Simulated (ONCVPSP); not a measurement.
## Cutoff test, iron, ONCV

ONCVPSP 4.0.1 input, shortened (lines: element, Z, core and valence counts, functional; n l f; lmax; l rc ep ncon nbas qcut; lloc lpopt rc5 dvloc0; l nproj debl; icmod fcfact rcfact), PBEsol, scalar-relativistic:

```
  Fe 26.00    3    4  -116133      upf
    1    0    2.00
    2    0    2.00
    2    1    6.00
    3    0    2.00
    3    1    6.00
    3    2    6.00
    4    0    1.50
    2
    0    1.40    0.00    4    8    8.60
    1    0.90    0.00    4    9    8.10
    2    0.85    0.00    4    8   10.30
    4    5    0.85    6.00
    0    2    2.20
    1    1    3.40
    2    2    1.10
    3    2.25    1.30
```

Task: For each optimised wave give the share of its norm inside rc, the residual kinetic energy above qcut (Ha) and the cutoffs (Ha) for errors of 10, 1, 0.1 and 0.01 mHa per electron.

Result:

```csv
wave,norm inside rc,residual KE,10 mHa,1 mHa,0.1 mHa,0.01 mHa
3s,0.956,3.1e-06,9.8,24.1,29.9,34.4
4s,0.052,4.0e-06,7.2,21.0,29.0,34.7
3p,0.605,6.3e-04,24.4,31.2,133.4,327.9
3d,0.410,5.9e-02,168.8,313.2,381.0,554.2
d projector 2,0.081,1.6e-02,56.6,177.2,413.2,522.7
```

The occupied waves need 313 Ha and 381 Ha for 1 and 0.1 mHa.
